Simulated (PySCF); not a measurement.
# Partial charges of `C[C@@H]1[SiH2]SCC[C@@H]1S`

Species: C5H12S2Si.
Cartesian coordinates in Å at the GFN2-xTB level; atoms count from 1:
```
atom  x, y, z in Å
C1     1.1975    0.9915   -1.2272
C2     1.0744    0.3839    0.1695
Si3    1.3899   -1.5024    0.1186
S4    -0.3631   -2.3403   -0.7749
C5    -1.5939   -1.4419    0.2409
C6    -1.4908    0.0723    0.1348
C7    -0.2712    0.6516    0.8433
S8    -0.5380    2.4546    1.1409
H9     0.5005    0.5342   -1.9268
H10    1.0187    2.0660   -1.2043
H11    2.2038    0.8314   -1.6076
H12    1.8379    0.8507    0.8009
H13    1.5233   -2.0208    1.4794
H14    2.4887   -1.8596   -0.7591
H15   -1.4798   -1.7730    1.2735
H16   -2.5604   -1.7783   -0.1314
H17   -2.3876    0.4960    0.5966
H18   -1.4907    0.3643   -0.9173
H19   -0.2351    0.2580    1.8653
H20   -0.8291    2.7727   -0.1182
```

Density: PBE0/pcSseg-1 (PySCF); schemes: Mulliken, IAO, Hirshfeld and ESP-fitted. The structure is a single GFN2-xTB conformer in the gas phase; no vibrational or solvent corrections.

Problem. Give the atomic charges in each scheme.

Solution. In e:

```csv
atom,environment,Mulliken,IAO,Hirshfeld,ESP-fitted
C1,methyl carbon,-0.225,-0.418,-0.126,-0.361
C2,sp3 carbon bound to silicon,-0.493,-0.374,-0.115,-0.175
Si3,SiH2 silicon,+0.604,+0.672,+0.313,+0.409
S4,sulfur bonded to C and Si,-0.263,-0.201,-0.102,-0.325
C5,sp3 carbon bound to sulfur,-0.331,-0.331,-0.065,-0.114
C6,ring CH2 carbon,-0.142,-0.263,-0.080,-0.110
C7,sp3 carbon bound to sulfur,-0.401,-0.168,-0.020,-0.165
S8,thiol sulfur,-0.070,-0.090,-0.052,-0.328
H9,methyl hydrogen,+0.124,+0.139,+0.031,+0.112
H10,methyl hydrogen,+0.114,+0.138,+0.031,+0.103
H11,methyl hydrogen,+0.127,+0.146,+0.044,+0.121
H12,methine hydrogen,+0.156,+0.149,+0.034,+0.126
H13,Si–H hydrogen,-0.048,-0.127,-0.079,-0.106
H14,Si–H hydrogen,-0.054,-0.104,-0.068,-0.038
H15,methylene hydrogen,+0.158,+0.145,+0.041,+0.080
H16,methylene hydrogen,+0.167,+0.167,+0.051,+0.155
H17,methylene hydrogen,+0.144,+0.152,+0.037,+0.042
H18,methylene hydrogen,+0.138,+0.139,+0.036,+0.119
H19,methine hydrogen,+0.163,+0.145,+0.040,+0.231
H20,S–H hydrogen,+0.132,+0.084,+0.050,+0.225
```

Mean size of the charges over all atoms: IAO 0.208 e, Mulliken 0.203 e, ESP-fitted 0.172 e, Hirshfeld 0.071 e. Each set sums to the total charge, 0, to within 0.001 e. The ESP scheme is a least-squares fit of atom-centred charges to the potential on four shells outside the van der Waals surface, with the total charge fixed. The Mulliken scheme gives each basis function's population to the atom it is centred on and halves the overlap population of two atoms between them.

Lowest charge. The schemes don't all agree: Mulliken C2 (-0.493); IAO C1 (-0.418); Hirshfeld C1 (-0.126); ESP-fitted C1 (-0.361).

Highest charge. All schemes agree: Mulliken Si3 (+0.604); IAO Si3 (+0.672); Hirshfeld Si3 (+0.313); ESP-fitted Si3 (+0.409).

Problem. How closely do the schemes follow one another over all atoms?

Solution. Correlation coefficient and root-mean-square difference: IAO with Hirshfeld 0.95, 0.163 e; Mulliken with IAO 0.94, 0.084 e; Mulliken with Hirshfeld 0.87, 0.172 e; IAO with ESP-fitted 0.87, 0.124 e; Hirshfeld with ESP-fitted 0.86, 0.129 e; Mulliken with ESP-fitted 0.84, 0.135 e.

Problem. Sum the charges by element, for elements with more than one atom.

Solution. 
```tsv
element	atoms	Mulliken	IAO	Hirshfeld	ESP-fitted
C	5	-1.591	-1.554	-0.406	-0.925
S	2	-0.333	-0.290	-0.154	-0.653
H	12	+1.320	+1.172	+0.248	+1.169
```

Problem. How many electrons does the Hirshfeld scheme count on S8?

Solution. Z − q = 16 − (-0.052) = 16.052.

The run behind these numbers computed NMR shieldings as well. On one thread of an Arm Neoverse N1, shared host, this took 76 s and 0.98 GiB of memory at its peak.
